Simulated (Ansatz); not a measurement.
Born–Oppenheimer molecular dynamics of F2H3NSi (7 atoms, charge 0, multiplicity 1). It starts from a relaxed structure.

Level of theory: RKS PBE0-D4/6-31G* (Ansatz).

```json
{
  "ensemble": "NVT, Nosé–Hoover chain",
  "time step": "1 fs",
  "steps asked": "250",
  "set temperature": "300 K",
  "thermostat": "time constant 100 fs, chain length 3 (defaults)",
  "seed": "963507"
}
```

First frame:

```xyz
7
Properties=species:S:1:pos:R:3
Si -0.003 -0.015 0.069
N 0.068 -0.094 1.761
H -0.715 -0.447 2.292
H 0.660 0.513 2.310
F 1.488 -0.049 -0.506
F -0.625 1.341 -0.517
H -0.809 -1.143 -0.434
```

How far do the bonds stretch over the last three quarters of this one trajectory? (Pairs bonded in most of those frames.)


```tsv
bond	mean (Å)	spread (Å)	shortest	longest
Si1–N2	1.699	0.018	1.66	1.72
Si1–F5	1.607	0.040	1.53	1.67
Si1–F6	1.603	0.020	1.57	1.63
Si1–H7	1.479	0.011	1.46	1.51
N2–H3	1.012	0.013	0.98	1.04
N2–H4	1.012	0.017	0.98	1.04
```

Mean temperature of the second half: 269 K. The conserved energy stayed within 0.77 meV per atom of its start (net change 0.35 meV per atom), so the integration is sound. The mean temperature of the second half is 10 % below the set value. A run of 0.25 ps of so small a system gives no equilibrium averages.

Time of the run: 9 min on 1 thread of Arm Neoverse V1, with other jobs on the host, peak memory 0.12 GiB.
